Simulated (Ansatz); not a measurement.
Cost and result for the atomization energy of C₄H₉Al (`C[CH]1[CH2][Al]1[CH3]`) (14 atoms, 14 bonds).

```xyz
14

C    -1.791   -1.245    0.055
C    -0.316   -0.996   -0.144
C     0.115   -0.233   -1.468
Al    0.758    0.563    0.141
C     1.742    1.888    1.168
H    -2.188   -1.946   -0.691
H    -1.999   -1.662    1.045
H    -2.374   -0.323   -0.032
H     0.256   -1.925   -0.049
H    -0.731    0.263   -1.951
H     0.666   -0.816   -2.205
H     1.873    2.819    0.612
H     2.739    1.501    1.401
H     1.250    2.112    2.118
```

Charge 0, multiplicity 1. Geometry: relaxed with PBE0-D4/def2-TZVP. Program: Ansatz. All runs use 4 threads of an Arm Neoverse V1 on a shared host. Times are those of one run each, without the atoms' runs, and a repeat can differ threefold. Electronic energies, without spin–orbit coupling; frozen cores. CCSD(T)/CBS adds CCSD(T) − MP2 in def2-TZVPP to the MP2 limit, and its time is that of the two runs behind it. T1 = 0.010. B3LYP takes the VWN-RPA correlation (the form of Gaussian; ORCA's B3LYP/G).

CCSD(T)/CBS is a level of theory with its own doubt, some kJ/mol a heavy atom from the limit and from the frozen cores, so smaller differences don't rank the functionals.

```json
{"level": "PBE0-D4/def2-TZVPP", "functions": "292", "atomization (kJ/mol)": "5248.0", "difference from CCSD(T)/CBS": "36.7", "per bond": "2.6"}
{"level": "B3LYP-D4/def2-TZVPP (with forces)", "functions": "292", "atomization (kJ/mol)": "5211.8", "difference from CCSD(T)/CBS": "0.5", "per bond": "0.0"}
{"level": "CCSD(T)/def2-TZVPP", "functions": "292", "atomization (kJ/mol)": "5096.6", "difference from CCSD(T)/CBS": "-114.7", "per bond": "-8.2"}
{"level": "ωB97X-V/def2-TZVPP", "functions": "292", "atomization (kJ/mol)": "5222.8", "difference from CCSD(T)/CBS": "11.5", "per bond": "0.8"}
{"level": "PBE-D4/def2-TZVPP (with forces)", "functions": "292", "atomization (kJ/mol)": "5306.2", "difference from CCSD(T)/CBS": "94.9", "per bond": "6.8"}
{"level": "MP2/def2-QZVPP", "functions": "568", "atomization (kJ/mol)": "5220.2", "difference from CCSD(T)/CBS": "8.9", "per bond": "0.6"}
{"level": "r2SCAN-D4/def2-TZVPP (with forces)", "functions": "292", "atomization (kJ/mol)": "5239.8", "difference from CCSD(T)/CBS": "28.5", "per bond": "2.0"}
{"level": "CCSD(T)/CBS(def2)", "functions": "–", "atomization (kJ/mol)": "5211.3", "difference from CCSD(T)/CBS": "0.0", "per bond": "0.0"}
{"level": "ωB97M-V/def2-TZVPP (with forces)", "functions": "292", "atomization (kJ/mol)": "5231.0", "difference from CCSD(T)/CBS": "19.7", "per bond": "1.4"}
{"level": "B2PLYP/def2-TZVPP", "functions": "292", "atomization (kJ/mol)": "5162.6", "difference from CCSD(T)/CBS": "-48.7", "per bond": "-3.5"}
```

Problem. Order the runs by time, with rough figures. (An estimate is asked.)

Solution. Computed: PBE-D4/def2-TZVPP (with forces) 3.1 s; PBE0-D4/def2-TZVPP 3.5 s; r2SCAN-D4/def2-TZVPP (with forces) 5.5 s; B3LYP-D4/def2-TZVPP (with forces) 5.5 s; B2PLYP/def2-TZVPP 6.5 s; ωB97X-V/def2-TZVPP 9.5 s; ωB97M-V/def2-TZVPP (with forces) 14 s; MP2/def2-QZVPP 39 s; CCSD(T)/def2-TZVPP 3.7 min; CCSD(T)/CBS(def2) 4.3 min.

The D4 term adds +38.5 kJ/mol with B3LYP and +20.3 kJ/mol with PBE0; it sums over pairs of atoms, weighted by their polarisabilities, and B3LYP, whose exchange is more repulsive, gets the larger term. From PBE to PBE0 (25 % exact exchange), in def2-TZVPP and without D4, the atomization energy moves by −54.5 kJ/mol: exact exchange takes away binding that semilocal exchange gives to molecules. In def2-TZVPP, CCSD(T) changes the Hartree–Fock value by +1193.5 kJ/mol (the triples alone add +66.7 kJ/mol) and MP2 by +1249.7 kJ/mol; breaking electron pairs costs correlation energy, which Hartree–Fock lacks.
